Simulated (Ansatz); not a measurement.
# Counterpoise correction, worked out

The pair of Br⁻ (SMILES [Br-], atom 1) and CH₄S (SMILES CS, atoms 2–7), both closed shells, in one local arrangement (a lower one may exist), relaxed at PBE0-D4/def2-TZVPD:

Br1  (0.381, 1.354, -2.559)
C2  (0.224, -0.553, 0.664)
S3  (-1.276, 0.455, 0.548)
H4  (0.807, -0.359, -0.240)
H5  (-0.026, -1.614, 0.717)
H6  (0.810, -0.276, 1.542)
H7  (-0.921, 0.994, -0.671)
(Å)

Ansatz 0.2.0; basis: def2-TZVPPD; cores frozen in the correlated methods. Filled d shells of the heavier atoms are correlated. The def2 sets are not built for correlating such inner shells, so the correlated values are less sure here.

CCSD(T) total energies in eV:

| system | geometry | basis functions | energy |
| --- | --- | --- | --- |
| pair | pair | all | -81932.72049 |
| Br⁻ | as in the pair | all (partner as ghosts) | -70009.14173 |
| CH₄S | as in the pair | all (partner as ghosts) | -11923.07526 |
| Br⁻ | as in the pair | its own | -70009.07907 |
| CH₄S | as in the pair | its own | -11923.06835 |
| Br⁻ | free (PBE0-D4 minimum) | its own | -70009.07907 |
| CH₄S | free (PBE0-D4 minimum) | its own | -11923.16572 |

Task: Work out the interaction energy with and without the counterpoise correction, the superposition error, and the binding energy from the relaxed fragments.

Result: Without correction: -81932.72049 − (-70009.07907) − (-11923.06835) = -0.57307 eV.
With correction (each fragment in the whole basis): -81932.72049 − (-70009.14173) − (-11923.07526) = -0.50350 eV = -11.61 kcal/mol.
The superposition error is the difference, 0.06957 eV, 12 % of the uncorrected value: each fragment borrows its partner's functions.
Deformation from the free shapes: 0.00000 eV for Br⁻ and 0.09737 eV for CH₄S.
Binding energy from relaxed fragments: -0.50350 + 0.00000 + 0.09737 = -0.40613 eV = -9.37 kcal/mol (electronic, without zero-point energy; negative means bound). For comparison, the corrected interaction energy by CCSD(T) at an estimated basis limit (MP2 extrapolated from triple and quadruple zeta, plus CCSD(T) − MP2 in triple zeta) is -0.564 eV; triple zeta with the correction binds less.

No T1 diagnostic of these runs exceeds 0.010.

For scale, one of the runs: CCSD(T)/def2-TZVPPD, 213 basis functions, launched by `ansatz run in.yaml --threads 4 --pin off --events-out ev --progress --plain --max-ram 9574MiB`. Time: 22 s of wall clock on 4 CPU threads of an Intel Xeon 6975P-C; the host was shared. Peak host memory: 3.2 GiB.
